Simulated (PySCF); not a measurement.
C₃H₅, SMILES C1[CH]C1, multiplicity 2. Atoms are numbered in the order given.

```xyz
8

C      0.1669    -0.8676     0.0000
C     -0.0305     0.3621     0.7662
C     -0.0305     0.3621    -0.7662
H     -0.3493    -1.8144     0.0000
H     -0.9665     0.5126     1.2958
H      0.8236     0.8247     1.2507
H      0.8236     0.8247    -1.2507
H     -0.9665     0.5126    -1.2958
```
Charge 0, spin multiplicity 2.

Geometry: B3LYP-D3(BJ)/def2-TZVP.

Level of theory: ωB97X/def2-TZVPD in PySCF.

Mulliken values depend strongly on the basis, most of all with diffuse functions as here. ESP charges are fitted to the potential on shells at 1.4 to 2.0 van der Waals radii. Atomic charges (e):

```tsv
atom	ESP fit	meta-Löwdin	Mulliken	Mulliken spin
C1	-0.17	…	-0.38	0.71
C2	-0.32	…	-0.42	0.07
C3	-0.32	…	-0.42	0.07
H4	0.16	…	0.28	0.07
H5	0.16	…	0.24	0.02
H6	0.16	…	0.22	0.02
H7	0.16	…	0.22	0.02
H8	0.16	…	0.24	0.02
```

Task: Some entries are withheld; supply them. (The exact figures need the calculation; the answer reports its results.)

Result: 
- C1, meta-Löwdin: -0.14
- C2, meta-Löwdin: -0.23
- C3, meta-Löwdin: -0.23
- H4, meta-Löwdin: 0.13
- H5, meta-Löwdin: 0.12
- H6, meta-Löwdin: 0.12
- H7, meta-Löwdin: 0.12
- H8, meta-Löwdin: 0.12
